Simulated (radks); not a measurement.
Q: Species: Lu+. Configuration: [Xe] 4f14 6s2 (the NIST ground configuration). All-electron calculation, non-relativistic Kohn-Sham, BLYP, spin-unpolarised, spherical densities, point nucleus; relativity is left out, which matters for an element this heavy. Program: a radial shooting solver on a logarithmic mesh with Libxc functionals. Some entries of the table are withheld. Estimate them.

orbital  occ.  eigenvalue (Ry)  <r> (bohr)  <1/r> (bohr^-1)
1s          2        -4298.254     0.02134            70.46
2s          2        -699.9685     0.09036            16.48
2p          6        -669.6371         (1)              (2)
3s          2        -157.7134      0.2305            6.306
3p          6        -143.8057      0.2204            6.254
3d         10              (3)      0.1939            6.171
4s          2        -30.89915      0.5175              (4)
4p          6        -25.20721      0.5268            2.606
4d         10        -14.90244         (5)            2.400
5s          2         -4.40000       1.275            1.026
5p          6         -2.86648       1.434           0.9047
4f         14         -1.78770      0.6913              (6)
6s          2         -0.75190       3.482           0.3604

A: 
(1) 2p <r> (bohr): 0.07648
(2) 2p <1/r> (bohr^-1): 16.52
(3) 3d eigenvalue (Ry): -117.8760
(4) 4s <1/r> (bohr^-1): 2.701
(5) 4d <r> (bohr): 0.5501
(6) 4f <1/r> (bohr^-1): 1.882
